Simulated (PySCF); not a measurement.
Two structures of BH3BrF, singlet, reached by relaxing down either side of one saddle point (PBE0-D4/def2-TZVP). Energies are electronic, without zero-point energy. Computed with PySCF 2.14 with density fitting (its default auxiliary sets; JK sets also for MP2 and CCSD(T)) (basis: def2-TZVPP and def2-QZVPP); correlated methods freeze the cores. Filled d shells of the heavier atoms are correlated. The def2 sets are not built for correlating such inner shells, so the correlated values are less sure here. Extrapolation: Hartree–Fock as exp(−7.88 √X), correlation as X^−2.97. First:

```
6
angstrom
B 0.0681 0.6171 -0.8106
F 1.3193 0.6216 -0.3766
H -0.2444 -0.2231 -1.6034
H -0.6521 1.5004 -0.4456
H 0.4989 -1.1024 1.8873
Br -0.8751 -1.1790 1.5280
```

Second:

```json
{"atom": "B1", "x (Å)": "-0.4490", "y (Å)": "0.2470", "z (Å)": "-0.5656"}
{"atom": "F2", "x (Å)": "1.4604", "y (Å)": "-0.1023", "z (Å)": "0.5661"}
{"atom": "H3", "x (Å)": "-0.0432", "y (Å)": "-0.3089", "z (Å)": "-1.5310"}
{"atom": "H4", "x (Å)": "-0.4094", "y (Å)": "1.4175", "z (Å)": "-0.3805"}
{"atom": "H5", "x (Å)": "1.0526", "y (Å)": "-0.6220", "z (Å)": "1.2176"}
{"atom": "Br6", "x (Å)": "-1.5596", "y (Å)": "-0.7854", "z (Å)": "0.6304"}
```

Q: Which bonds change from the first to the second?

A: BH₂F ([BH2][F]) + HBr → BH₂Br ([BH2][Br]) + HF; bonds formed: B1–Br6, F2–H5; bonds broken: B1–F2, H5–Br6.

Q: Give the saddle point's structure and its height above each. (Judge from chemistry; the value comes from the calculation.)

A: By the calculation: 97.2 kJ/mol above the first and 48.2 kJ/mol above the second (CCSD(T) at an estimated basis limit (MP2 extrapolated from triple and quadruple zeta, plus CCSD(T) − MP2 in triple zeta)).
```
6
angstrom
B -0.0770 0.3023 -0.4782
F 1.2218 0.0798 0.2697
H -0.1034 -0.3093 -1.4957
H -0.4695 1.4154 -0.3467
H 0.5249 -0.5596 1.0070
Br -1.0970 -0.9285 1.0440
```

No T1 diagnostic of these runs exceeds 0.010.

Labels in which every atom is bracketed show which atoms are joined, not bond orders.

For scale, one of the runs: CCSD(T)/def2-TZVPP, 152 basis functions, launched by `OMP_NUM_THREADS=4 python run.py`. Hardware: 4 CPU threads of an Arm Neoverse V1, shared host. Wall time 2.9 min; peak host memory 1.4 GiB.
